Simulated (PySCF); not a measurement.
# Where the electron goes

Sb(SMe)3, C3H9S3Sb.
Structure used (PBE0-D3(BJ)/def2-SVP), in Å, numbered top down from 1:
```
atom  x, y, z in Å
Sb1    0.398   -0.007    1.951
S2     1.453    0.832   -0.102
C3     2.743   -0.442   -0.248
H4     3.515   -0.337    0.528
H5     3.211   -0.299   -1.232
H6     2.301   -1.449   -0.205
S7    -1.662    1.285    1.635
C8    -1.508    2.120    0.029
H9    -0.701    2.865    0.035
H10   -2.468    2.635   -0.121
H11   -1.347    1.410   -0.792
S12   -0.309   -2.178    1.060
C13   -1.268   -1.680   -0.399
H14   -2.110   -1.041   -0.095
H15   -1.652   -2.600   -0.861
H16   -0.630   -1.147   -1.119
```

Computed with TDDFT PBE0/def2-SVPD, vertical, gas phase, core orbitals frozen in the response, def2 core potentials past Kr in PySCF 2.14.0, density-fitted response routines. Spin–orbit coupling is left out.

Kohn–Sham orbitals with the atoms that hold most of them (Löwdin shares over 4%, at most four atoms; ? is withheld):

```json
{"orbital": "LUMO+2", "ε (eV)": "-0.90", "atoms": "Sb1 38%, S12 31%, S7 12%, S2 12%"}
{"orbital": "LUMO+1", "ε (eV)": "-1.15", "atoms": "Sb1 40%, S7 24%, S2 11%, S12 11%"}
{"orbital": "LUMO", "ε (eV)": "?", "atoms": "?"}
{"orbital": "HOMO", "ε (eV)": "-6.60", "atoms": "S2 26%, S7 24%, S12 20%, Sb1 15%"}
{"orbital": "HOMO-1", "ε (eV)": "-6.86", "atoms": "?"}
{"orbital": "HOMO-2", "ε (eV)": "-7.04", "atoms": "S7 41%, S2 26%, S12 6%, C8 6%"}
{"orbital": "HOMO-3", "ε (eV)": "-7.91", "atoms": "Sb1 36%, S2 28%, S7 14%, S12 5%"}
```

Which atoms hold the HOMO-1, and with what shares?

S12 (bonded to C and Sb) 59%; S2 (bonded to C and Sb) 15%; C13 (bonded to S and 3 H) 8%; S7 (bonded to C and Sb) 6%. By element: sulfur 80%, carbon 8% or more.

Give the leading atoms of the LUMO.

Sb1 (bonded to 3 S) 46%; S2 (bonded to C and Sb) 21%; S7 (bonded to C and Sb) 13%; S12 (bonded to C and Sb) 9%. By element: antimony 46%, sulfur 43%.

What is the LUMO energy, and the HOMO–LUMO gap?

ε(LUMO) = -1.51 eV; the gap is 5.09 eV (0.1872 hartree).

How does S1 compare with the orbital gap of 5.09 eV?

S1 is at 3.92 eV (f = 0.010), 1.18 eV below the gap, made of HOMO→LUMO (92%). Without the coupling terms of the response equations the lowest excitation would equal the gap.

One configuration dominates each of S1, S5 and S7. Which, and how do the shares of the two leading atoms of either orbital change from the occupied to the empty one?

- S1 (3.92 eV, f 0.010), HOMO→LUMO (92%): S2 26% → 21%, S7 24% → 13%, Sb1 15% → 46%
- S5 (4.55 eV, f 0.0024), HOMO-1→LUMO+1 (70%): S12 59% → 11%, S2 15% → 11%, Sb1 at most 6% → 40%, S7 6% → 24%
- S7 (4.63 eV, f 0.0009), HOMO-2→LUMO+1 (72%): S7 41% → 24%, S2 26% → 11%, Sb1 at most 6% → 40%

Löwdin shares depend on the basis, the more so with diffuse functions.

Hardware: an Arm Neoverse V2 with one thread, shared host. Cost: 6.2 min (with the writing of density and orbital grids), 1.3 GiB resident at most.

One conformer stands for the species.
